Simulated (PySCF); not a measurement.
Molecular orbitals of HoP

ωB97X at R = 2.299 Å; PySCF, spin-free X2C with a Gaussian nucleus, basis sets Ho x2c-TZVPall, P x2c-TZVPall. State: quintet, about 10.2 electrons in the 4f shell (Mulliken), real f orbitals that mix terms. Only the outer orbitals are listed, counted within each symmetry.

| spin | orbital | occ. | ε (eV) | on Ho (%) | main shells (%) |
| --- | --- | --- | --- | --- | --- |
| α | 17σ | 1 | -7.25 | 38 | 58 P p, 27 Ho s |
| α | 9π | 1 | -7.23 | 31 | 67 P p, 26 Ho d |
| α | 9π | 1 | -7.11 | 32 | 66 P p, 26 Ho d |
| α | 18σ | 0 | -1.31 | 84 | 57 Ho s, 16 P p, 14 Ho p |
| α | 10π | 0 | 0.17 | 99 | 70 Ho p, 28 Ho d |
| α | 10π | 0 | 0.18 | 99 | 71 Ho p, 28 Ho d |
| β | 1φ | 1 | -12.34 | 100 | 100 Ho f |
| β | 3δ | 1 | -12.16 | 100 | 100 Ho f |
| β | 16σ | 1 | -12.12 | 99 | 98 Ho f |
| β | 8π | 1 | -7.16 | 45 | 53 P p, 23 Ho d, 17 Ho f |
| β | 8π | 1 | -7.09 | 33 | 65 P p, 23 Ho d |
| β | 17σ | 1 | -6.76 | 51 | 46 P p, 40 Ho s |
| β | 18σ | 0 | -0.92 | 72 | 47 Ho s, 28 P p, 14 Ho d |
| β | 9π | 0 | 0.12 | 89 | 76 Ho f, 11 P p, 11 Ho p |
| β | 10π | 0 | 0.43 | 100 | 63 Ho p, 32 Ho d |

Question: Which are the highest filled and the lowest empty level, where do they sit, and how wide is the gap?

Answer: Highest filled β 17σ at -6.76 eV (in %: 46 P p, 40 Ho s); lowest empty α 18σ at -1.31 eV (in %: 57 Ho s, 16 P p, 14 Ho p); the gap at ωB97X is 5.45 eV.

| Quantity | Value |
| --- | --- |
| bond order (Mayer) | 3.04 |
| ⟨S²⟩ | 6.033 |
| charge on Ho (Mulliken, basis-dependent) | 0.52 |
| charge on Ho (Löwdin, basis-dependent) | 0.14 |
| dipole moment (positive dipole means Ho(−)P(+)) | -7.38 D |

Spin–orbit coupling is left out. The state is the lowest single determinant that the PBE0 search found; with open d or f shells the true ground state can be another one.
